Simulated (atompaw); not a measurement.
Logarithmic derivatives: Eu, PAW (atompaw)

atompaw 4.2.0.5 input, output lines left out:

```
Eu 63
LDA-PW scalarrelativistic loggrid 2001 logderivrange -2 5 176
6 6 5 4 0 0
6 1 0
5 2 0
4 3 7
0 0 0
c
c
c
c
c
v
c
c
c
c
v
c
c
v
v
3
3.00 2.65 2.05 1.90
y
1.4
n
y
0.9
n
y
3.2
n
y
0.45
n
bloechl besselshape
4 0 ultrasoft
```

The phase is arctan(r·u′/u) with u = r·R(r), unwrapped; energies in Ry, scanned from -2 to 5 Ry. A pole is an energy at which the radial function vanishes at the test radius. The pseudo phase is shifted by a multiple of π to meet the all-electron one at the reference energy, and phase errors are pseudo minus all-electron; the curves can meet again beyond the range given. Levels narrower than the energy grid can be missing from the lists of poles.

```csv
channel,radius (bohr),reference energy (Ry),"poles, all-electron","poles, pseudo",unbroken range about the reference energy with phases within 0.05 rad,phase error 1 Ry above the reference energy (rad)
s,3.01,-0.28,2.33,2.33,below 4.8,+0.000
p,3.01,-0.09,"-1.61, 3.58","-1.42, 3.84",above -1.3,+0.000
d,3.01,-0.13,0.65,0.64,the whole range,-0.001
f,3.01,-0.21,"-0.17, 3.30","-0.17, 3.72",below 1.4,+0.001
```

Note: ghost states, extra bound levels that the all-electron valence spectrum of the same l lacks: s at -30.2 eV, p at -20.9 eV. A true bound ghost makes a file unfit for plane-wave use.

Phases in the f channel:

```json
{"E (Ry)": "-2.00", "all-electron": "1.365", "pseudo": "1.366"}
{"E (Ry)": "-1.76", "all-electron": "1.355", "pseudo": "1.356"}
{"E (Ry)": "-1.52", "all-electron": "1.343", "pseudo": "1.344"}
{"E (Ry)": "-1.28", "all-electron": "1.329", "pseudo": "1.329"}
{"E (Ry)": "-1.04", "all-electron": "1.310", "pseudo": "1.311"}
{"E (Ry)": "-0.80", "all-electron": "1.286", "pseudo": "1.286"}
{"E (Ry)": "-0.56", "all-electron": "1.244", "pseudo": "1.244"}
{"E (Ry)": "-0.32", "all-electron": "1.073", "pseudo": "1.073"}
{"E (Ry)": "-0.08", "all-electron": "-1.784", "pseudo": "-1.784"}
{"E (Ry)": "0.16", "all-electron": "-1.893", "pseudo": "-1.893"}
{"E (Ry)": "0.40", "all-electron": "-1.965", "pseudo": "-1.965"}
{"E (Ry)": "0.64", "all-electron": "-2.055", "pseudo": "-2.055"}
{"E (Ry)": "0.88", "all-electron": "-2.195", "pseudo": "-2.193"}
{"E (Ry)": "1.12", "all-electron": "-2.446", "pseudo": "-2.437"}
{"E (Ry)": "1.36", "all-electron": "-2.938", "pseudo": "-2.903"}
{"E (Ry)": "1.60", "all-electron": "-3.632", "pseudo": "-3.569"}
{"E (Ry)": "1.84", "all-electron": "-4.107", "pseudo": "-4.050"}
{"E (Ry)": "2.08", "all-electron": "-4.348", "pseudo": "-4.302"}
{"E (Ry)": "2.32", "all-electron": "-4.482", "pseudo": "-4.441"}
{"E (Ry)": "2.56", "all-electron": "-4.567", "pseudo": "-4.528"}
{"E (Ry)": "2.80", "all-electron": "-4.626", "pseudo": "-4.587"}
{"E (Ry)": "3.04", "all-electron": "-4.672", "pseudo": "-4.630"}
{"E (Ry)": "3.28", "all-electron": "-4.710", "pseudo": "-4.664"}
{"E (Ry)": "3.52", "all-electron": "-4.743", "pseudo": "-4.692"}
{"E (Ry)": "3.76", "all-electron": "-4.775", "pseudo": "-4.716"}
{"E (Ry)": "4.00", "all-electron": "-4.807", "pseudo": "-4.737"}
{"E (Ry)": "4.24", "all-electron": "-4.843", "pseudo": "-4.756"}
{"E (Ry)": "4.48", "all-electron": "-4.885", "pseudo": "-4.775"}
{"E (Ry)": "4.72", "all-electron": "-4.940", "pseudo": "-4.793"}
{"E (Ry)": "4.96", "all-electron": "-5.019", "pseudo": "-4.811"}
```
